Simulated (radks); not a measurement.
Problem. Bi2+, 81 electrons, occupied as [Hg] 6p1. Method: Dirac Kohn-Sham, PBE, spin-unpolarised, spherical densities, point nucleus; open shells are shared between the two j in proportion to 2j + 1; computed with a radial shooting solver on a logarithmic mesh with Libxc functionals.

Spin-orbit splittings of the eigenvalues, e(l+1/2) - e(l-1/2), with zeta = 2 splitting/(2l+1) and mean radii in bohr:

| shell | occ. | splitting (eV) | zeta (eV) | <r> j=l-1/2 | <r> j=l+1/2 |
|---|---|---|---|---|---|
| 2p | 6 | 2320 | 1547 | 0.05388 | 0.06293 |
| 3p | 6 | 519.5 | 346.3 | 0.1615 | 0.1780 |
| 3d | 10 | 110.1 | 44.04 | 0.1545 | 0.1595 |
| 4p | 6 | 128.0 | 85.35 | 0.3777 | 0.4124 |
| 4d | 10 | 23.89 | 9.555 | 0.4161 | 0.4271 |
| 4f | 14 | 5.490 | 1.569 | 0.4380 | 0.4442 |
| 5p | 6 | 24.65 | 16.43 | 0.8854 | 0.9748 |
| 5d | 10 | ? | ? | 1.203 | 1.244 |
| 6p | 1 | 2.713 | 1.809 | 2.435 | 2.699 |

Estimate the 5d splitting.

Solution. 3.024 eV (zeta = 1.210 eV).
